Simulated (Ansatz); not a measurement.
`FC1N=C[SiH2]O1` at its PBE0-D4/def2-TZVP geometry, where that method's forces vanish. Charge 0, multiplicity 1.

```xyz
10

F    -1.4469   -1.6397   -0.9054
C    -0.2067   -1.2022   -0.5560
N     0.0961   -0.0524   -1.3872
C     0.2984    1.0137   -0.7266
Si    0.1115    0.6753    1.1182
O    -0.2002   -0.9215    0.8018
H     0.5036   -2.0062   -0.7716
H     0.5181    1.9258   -1.2793
H     1.3429    0.8331    1.9281
H    -1.0169    1.3741    1.7780
```

(1) What forces (eV/Å) does ωB97M-V/def2-TZVPP give on these atoms in the Gaussian-basis code of Ansatz? (An estimate is asked.)

Results:

(1) The calculation gave: 
```
F1  -0.195 -0.046 -0.036
C2   0.265 -0.274 -0.088
N3   0.025  0.134 -0.153
C4   0.026  0.129  0.034
Si5  0.019  0.149  0.199
O6  -0.027 -0.001  0.178
H7  -0.083  0.091  0.031
H8  -0.022 -0.092  0.031
H9  -0.152 -0.009 -0.106
H10  0.145 -0.081 -0.088
```
